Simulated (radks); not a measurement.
Question: These are the eigenvalues of the occupied orbitals of an atom or ion with whole-number occupations (Ry). Method: non-relativistic Kohn-Sham, OLYP, spin-unpolarised, spherical densities, point nucleus; computed with a radial shooting solver on a logarithmic mesh with Libxc functionals.

orbital  eigenvalue
1s        -428.7358
2s        -48.41088
2p        -41.15200
3s         -5.33526
3p         -3.31578
4s         -0.25985
3d         -0.20592

Which element is it, and in what charge state? The configuration may be excited.

Answer: Z = 24, chromium, charge 0: Cr in [Ar] 3d5 4s1. The list shows which subshells hold electrons but not how many an open one holds; the 1s level, -214.37 hartree, gives Z - s = 20.7 by -(Z - s)^2/2, which with screening narrows Z to a few neighbours, and the depths of the outer levels then fix element, charge and occupations together.
